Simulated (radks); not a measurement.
The numbers below are computed, except where a source is named.
Problem. The samarium ion Sm+, 61 electrons, occupied as [Kr] 4d10 4f6 5s1 5p6 6s1 5f1 (not the ground configuration). Code: a radial shooting solver on a logarithmic mesh with Libxc functionals. Model: Dirac Kohn-Sham, PBE, spin-unpolarised, spherical densities, finite nucleus; open shells are shared between the two j in proportion to 2j + 1; Fermi nuclear charge, rms radius 5.0819 fm. Some entries of the table are withheld. Estimate them.

| orbital | occ. | eigenvalue (eV) | <r^2> (bohr^2) | <1/r> (bohr^-1) |
|---|---|---|---|---|
| 1s1/2 | 2 | (1) | 0.0007049 | 68.81 |
| 2s1/2 | 2 | -7631.598 | 0.01105 | 16.35 |
| 2p1/2 | 2 | -7234.952 | 0.008048 | 16.33 |
| 2p3/2 | 4 | -6632.082 | 0.009291 | 14.56 |
| 3s1/2 | 2 | -1683.976 | 0.07416 | 5.945 |
| 3p1/2 | 2 | -1513.194 | 0.06933 | 5.860 |
| 3p3/2 | 4 | -1391.105 | 0.07653 | 5.413 |
| 3d3/2 | 4 | -1094.829 | 0.06156 | 5.287 |
| 3d5/2 | 6 | -1068.310 | 0.06358 | 5.174 |
| 4s1/2 | 2 | -347.0643 | 0.3790 | 2.475 |
| 4p1/2 | 2 | -281.5814 | 0.4009 | 2.369 |
| 4p3/2 | 4 | -254.8239 | 0.4407 | 2.218 |
| 4d3/2 | 4 | -147.0506 | 0.5134 | 1.998 |
| 4d5/2 | 6 | -142.2722 | 0.5293 | 1.961 |
| 5s1/2 | 1 | -58.0945 | (2) | 0.9565 |
| 5p1/2 | 2 | -40.1344 | 2.721 | 0.8482 |
| 5p3/2 | 4 | -36.3549 | 3.024 | 0.7972 |
| 4f5/2 | 2.57143 | -18.0419 | 1.173 | 1.402 |
| 4f7/2 | 3.42857 | -17.4788 | 1.207 | 1.386 |
| 5d3/2 | 0 | -13.2449 | 6.419 | 0.5482 |
| 5d5/2 | 0 | -12.9008 | 6.655 | 0.5376 |
| 6s1/2 | 1 | -12.1285 | (3) | 0.3650 |
| 6p1/2 | 0 | -8.4161 | 19.86 | 0.3019 |
| 6p3/2 | 0 | -7.9305 | 21.82 | 0.2872 |
| 7s1/2 | 0 | -4.4564 | 63.89 | 0.1675 |
| 5f5/2 | 0.428571 | -2.5279 | 70.36 | 0.1511 |
| 5f7/2 | 0.571429 | -2.5244 | 70.62 | 0.1509 |

Solution. 
(1) 1s1/2 eigenvalue (eV): -46642.52
(2) 5s1/2 <r^2> (bohr^2): 2.172
(3) 6s1/2 <r^2> (bohr^2): 13.67
